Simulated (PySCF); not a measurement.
## Radial density of Te(2+) (tellurium, charge +2)

UHF, [Kr] 4d10 5s2 5p1 6s1, high-spin 3P determinant (an excited configuration). All numbers are calculated (PySCF 2.14, the spin-free X2C one-electron Hamiltonian (Gaussian nucleus), in aug-cc-pwCVTZ-DK3).

| r (bohr) | 4πr²ρ (e/bohr) | 4πr²(ρα − ρβ) |
| --- | --- | --- |
| 0.0279 | 62.26 | 0.0094 |
| 0.0470 | 61.63 | 0.0233 |
| 0.0790 | 86.01 | 0.0241 |
| 0.133 | 67.07 | -0.0044 |
| 0.224 | 70.52 | 0.0601 |
| 0.376 | 42.33 | -0.0001 |
| 0.632 | 25.20 | 0.1427 |
| 1.06 | 15.74 | 0.0117 |
| 1.79 | 3.343 | 0.6275 |
| 3.01 | 0.7186 | 0.4098 |
| 5.06 | 0.2558 | 0.2535 |
| 8.52 | 0.01046 | 0.0105 |

Densities and radii are taken from the X2C orbitals without a picture-change correction, which distorts them close to the nucleus.

The outer electron is Rydberg-like, and this basis confines it to a smaller radius and binds it less than a complete one would.

(1) Where is the radial spin density 4πr²(ρα − ρβ) most negative, and why is it negative at all?

Answers

(1) Around r = 0.133 bohr, down to -0.0044 e/bohr: exchange with the open shell polarises the paired shells in an unrestricted calculation.
